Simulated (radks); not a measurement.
The numbers below are computed, except where a source is named.
Neutral molybdenum, [Kr] 4d5 5s1. Level of theory: non-relativistic Kohn-Sham, exchange-only LDA, spin-polarised, spherical densities, point nucleus (a radial shooting solver on a logarithmic mesh with Libxc functionals). Every spin shell is full or empty, so the densities are truly spherical. Functionals are evaluated on that one density, not self-consistently. Rank these exchange functionals by their error against the exact value of the orbitals, and give that value: LDA, B88, PBEsol, revPBE, PW91, PW86, OPTX, G96, TPSS, SCAN, r2SCAN, MS2.

Answer. Exact: -119.645 hartree. From best to worst, with 100 (|E| - |E exact|)/|E exact| (equal figures are ties): r2SCAN -0.03, PW86 -0.04, PW91 +0.05, B88 +0.09, TPSS -0.16, revPBE -0.22, SCAN +0.26, G96 +0.39, MS2 -0.47, OPTX +1.08, PBEsol -2.35, LDA -5.15.
